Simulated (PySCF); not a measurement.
H₃MoN + NH₃ → MoH₆ + N₂

Level: PBE0 in the def2-TZVP basis family, computed in PySCF with density fitting; scalar-relativistic core potentials for atoms from Rb on, none lighter, no spin–orbit coupling; open shells unrestricted.

```json
{"species": "H₃MoN", "state and structure": "singlet, C3v, Mo–H 1.699 Å (×3), Mo–N 1.612 Å; H–Mo–H 118.3° (×3), H–Mo–N 97.5° (×3)", "E (Eh)": "-124.63123", "ZPE (kJ/mol)": "64.2", "H(298 K) − H(0) (kJ/mol)": "11.3", "S° (J/(mol K))": "252.1"}
{"species": "NH₃", "state and structure": "singlet, C3v, N–H 1.013 Å (×3); H–N–H 107.1° (×3)", "E (Eh)": "-56.51312", "ZPE (kJ/mol)": "90.6", "H(298 K) − H(0) (kJ/mol)": "10.0", "S° (J/(mol K))": "192.4"}
{"species": "MoH₆", "state and structure": "singlet, C3v, Mo–H 1.628 Å (×3), Mo–H 1.680 Å (×3); H–Mo–H 60.6° (×3), H–Mo–H 63.6° (×3), H–Mo–H 114.7° (×6), H–Mo–H 117.5° (×3)", "E (Eh)": "-71.65994", "ZPE (kJ/mol)": "118.6", "H(298 K) − H(0) (kJ/mol)": "11.6", "S° (J/(mol K))": "243.2"}
{"species": "N₂", "state and structure": "singlet, D∞h, N–N 1.089 Å", "E (Eh)": "-109.44629", "ZPE (kJ/mol)": "14.9", "H(298 K) − H(0) (kJ/mol)": "8.7", "S° (J/(mol K))": "191.4"}
```

Question: What is the electronic reaction energy?

Answer: At PBE0/def2-TZVP, ΔE = 100.1 kJ/mol from the differences of the total energies times 2625.5, uphill. 

Question: Add zero-point, thermal and entropy terms for 298.15 K and 1 bar.

Answer: ΔZPE = -21.3 and Δ[H(298) − H(0)] = -1.0 kJ/mol give ΔH° = 77.8 kJ/mol. ΔS° = -9.9 J/(mol K), so ΔG° = 77.8 − 298.15 × (-0.0099) = 81 kJ/mol and log₁₀K = -14.1.

Only the bonding shown was studied: isomers, or loss of a ligand pair, can lie lower.
